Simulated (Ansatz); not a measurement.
One change: `[CH3][AlH][SiH2]Br` becomes `[CH3][AlH][SiH2][AlH2]`.

Ansatz, PBE0-D4/def2-TZVP geometries, multiplicity 1. Each molecule was computed in one conformer, which needn't be the lowest.

Scalar relativity is left out up to krypton.

```tsv
property	`[CH3][AlH][SiH2]Br`
LUMO energy (PBE/def2-TZVPP) / eV	-2.03
HOMO–LUMO gap (ωB97M-V/def2-TZVPP) / eV	9.82
HOMO–LUMO gap (PBE0/def2-TZVPP) / eV	6.05
LUMO energy (B3LYP/def2-TZVPP) / eV	-1.39
LUMO energy (ωB97M-V/def2-TZVPP) / eV	0.57
size of the dipole moment (ωB97M-V/def2-TZVPP) / D	1.38
```

Q: Give the same properties after the change, and the shifts. (Best estimate.)

A: Ansatz gave: 
| property | `[CH3][AlH][SiH2][AlH2]` | shift |
| --- | --- | --- |
| LUMO energy (PBE/def2-TZVPP) / eV | -3.00 | -0.97 |
| HOMO–LUMO gap (ωB97M-V/def2-TZVPP) / eV | 8.11 | -1.71 |
| HOMO–LUMO gap (PBE0/def2-TZVPP) / eV | 4.64 | -1.41 |
| LUMO energy (B3LYP/def2-TZVPP) / eV | -2.46 | -1.07 |
| LUMO energy (ωB97M-V/def2-TZVPP) / eV | -0.70 | -1.27 |
| size of the dipole moment (ωB97M-V/def2-TZVPP) / D | 0.87 | -0.51 |

With PBE0 the HOMO rises by 0.32 eV and the LUMO falls by 1.10 eV, so the gap narrows by about 1.42 eV. PBE moves the HOMO by 0.24 eV and ωB97M-V by 0.44 eV. Dipoles are sizes alone; their direction can turn.

B3LYP here is the variant with VWN-RPA as its local correlation; programs differ in this.

Spin–orbit coupling is left out; it splits and shifts lone-pair levels of the heavy atoms by tenths of an eV.
